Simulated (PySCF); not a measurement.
**Ionisation energy of Pd by level of theory**

Pd [Kr] 4d10 (1S) → Pd⁺ [Kr] 4d9 (2D), as a difference of total energies. Computed with PySCF 2.14 in aug-cc-pwCVTZ-PP with ECP28MDF (8s8p7d4f3g, 122 functions), with scalar relativity through the core potential. Correlated levels: valence: 4s2 4p6 frozen; valence and next inner shell: nothing frozen outside the core potential. The calculations carry no spin-orbit coupling.

```json
{"method": "UHF", "ionisation energy (eV)": "6.228", "error (eV)": "-2.284"}
{"method": "LDA", "ionisation energy (eV)": "9.227", "error (eV)": "+0.715"}
{"method": "PBE", "ionisation energy (eV)": "8.780", "error (eV)": "+0.268"}
{"method": "PBE0", "ionisation energy (eV)": "8.379", "error (eV)": "-0.133"}
{"method": "r2SCAN", "ionisation energy (eV)": "8.418", "error (eV)": "-0.094"}
{"method": "M06", "ionisation energy (eV)": "9.035", "error (eV)": "+0.523"}
{"method": "B3LYP", "ionisation energy (eV)": "8.604", "error (eV)": "+0.092"}
{"method": "B97-3", "ionisation energy (eV)": "8.351", "error (eV)": "-0.161"}
{"method": "MP2 (valence)", "ionisation energy (eV)": "8.690", "error (eV)": "+0.178"}
{"method": "SCS-MP2 (valence)", "ionisation energy (eV)": "8.450", "error (eV)": "-0.062"}
{"method": "MP2 (valence and next inner shell)", "ionisation energy (eV)": "8.858", "error (eV)": "+0.346"}
{"method": "SCS-MP2 (valence and next inner shell)", "ionisation energy (eV)": "8.528", "error (eV)": "+0.016"}
```

Reference: 8.512 eV (measured; NIST levels, between the centres of gravity of the two terms).

Errors of the correlated levels include the incompleteness of this basis and the frozen core.
